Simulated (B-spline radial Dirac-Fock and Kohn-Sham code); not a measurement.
# Dipole and non-dipole photoemission parameters of N⁴⁺ 2s

System: nitrogen as N⁴⁺, 1s2 2s1; threshold 98.57 eV (orbital energy of the model). Model: Dirac-Hartree-Slater photoionisation with a Latter tail; cross sections with all multipoles, angular parameters from the dipole term and its interference with E2. Program: a radial finite-basis atomic code.

```
hν (eV)   σ (kb)      β      γ
    141      234  2.000  0.006
    149      210  2.000  0.013
    150      207  2.000  0.014
    151      205  2.000  0.015
    416     22.4  2.000  0.243
    600     9.29  2.000  0.358
    689     6.57  2.000  0.409
    708     6.13  2.000  0.419
    800     4.50  2.000  0.465
   1080     2.08  2.000  0.588
   1130     1.85  2.000  0.608
 1253.6     1.40  2.000  0.655
   1600    0.731  2.000  0.775
   1660    0.661  2.000  0.794
   2000    0.396  2.000  0.899
   2320    0.260  2.000  0.992
   3620   0.0714  2.000  1.310
   4640   0.0340  2.000  1.511
   5890   0.0164  2.000  1.725
   7570  0.00759  2.000  1.973
   7600  0.00750  2.000  1.978
   7620  0.00744  2.000  1.980
   9180  0.00417  2.000  2.185
  12000  0.00180  2.000  2.520
  12300        ?      ?      ?
  13400  0.00126  2.000  2.674
```

**Question.** Give the values at 12300 eV.

**Answer.** σ = 0.00166 kb, β = 2.000, γ = 2.553. For an s subshell δ is negligible.

Values without a named source are computed, but for edge energies of neutral atoms, which are taken from tables.
